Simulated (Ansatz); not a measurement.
`[CH3][AlH][SiH2][AlH2]` + `C=[CH][GeH3]` → `[CH3][AlH][SiH3]` + `C=[C]([AlH2])[GeH3]`  (redistribution)

Computed with Ansatz on PBE0-D4/def2-TZVP structures; ΔE is electronic, products minus reactants. CBS: MP2 limit from def2 TZ/QZ plus the TZ coupled-cluster correction, frozen cores. For Ge outer-core shells are correlated without core-valence functions, which leaves a few kJ/mol of doubt a bond. Scalar relativity is left out up to krypton. One conformer a species, not always the lowest.

```csv
species,CCSD(T)/CBS(def2) energy (Eh)
`[CH3][AlH][SiH2][AlH2]`,-815.94792
`C=[CH][GeH3]`,-2155.78858
`[CH3][AlH][SiH3]`,-573.34067
`C=[C]([AlH2])[GeH3]`,-2398.39325
```

Question: Work out ΔE.

Answer: ΔE = (-573.34067) + (-2398.39325) − (-815.94792) − (-2155.78858) = 0.00258 Eh = +6.8 kJ/mol.

Largest T1 diagnostic among the species: 0.013.

The D4 term adds −3.0 kJ/mol with B3LYP and −1.5 kJ/mol with PBE0; it sums over pairs of atoms, weighted by their polarisabilities, and B3LYP, whose exchange is more repulsive, gets the larger term. From PBE to PBE0 (25 % exact exchange), in def2-TZVPP and without D4, ΔE moves by −3.2 kJ/mol.

B3LYP here is the variant with VWN-RPA as its local correlation; programs differ in this.
